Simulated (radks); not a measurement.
Species: Si I. Configuration: [Ne] 3s2 3p2. Calculated with a radial shooting solver on a logarithmic mesh with Libxc functionals: Dirac Kohn-Sham, PBE, spin-unpolarised, spherical densities, finite nucleus; open shells fill j = l - 1/2 first; Fermi nuclear charge, rms radius 3.1224 fm.

Unscreened Slater integrals over Kohn-Sham orbitals (eV). Large and small components are both included. Empty in this configuration: 3p3/2.

| integral | value |
|---|---|
| F0(3p1/2,3p1/2) | 8.8796 |
| F0(3p1/2,3s1/2) | 9.9109 |
| G1(3p1/2,3s1/2) | 6.2809 |
| F0(3p1/2,2p3/2) | 12.303 |
| G2(3p1/2,2p3/2) | 0.61150 |
| F0(3p1/2,2p1/2) | 12.307 |
| G0(3p1/2,2p1/2) | 0.63927 |
| F0(3p1/2,3p3/2) | 8.8646 |
| G2(3p1/2,3p3/2) | 4.3807 |
| F0(3s1/2,3s1/2) | 11.370 |
| F0(3s1/2,2p3/2) | 15.218 |
| G1(3s1/2,2p3/2) | 0.98133 |
| F0(3s1/2,2p1/2) | 15.223 |
| G1(3s1/2,2p1/2) | 0.98004 |
| F0(3s1/2,3p3/2) | 9.8901 |
| G1(3s1/2,3p3/2) | 6.2568 |
| F0(2p3/2,2p3/2) | 46.544 |
| F2(2p3/2,2p3/2) | 21.333 |
| F0(2p3/2,2p1/2) | 46.642 |
| G2(2p3/2,2p1/2) | 21.347 |
| F0(2p3/2,3p3/2) | 12.264 |
| F2(2p3/2,3p3/2) | 1.6278 |
| G0(2p3/2,3p3/2) | 0.63635 |
| G2(2p3/2,3p3/2) | 0.61045 |
| F0(2p1/2,2p1/2) | 46.740 |
| F0(2p1/2,3p3/2) | 12.268 |
| G2(2p1/2,3p3/2) | 0.60983 |
| F0(3p3/2,3p3/2) | 8.8497 |
| F2(3p3/2,3p3/2) | 4.3736 |
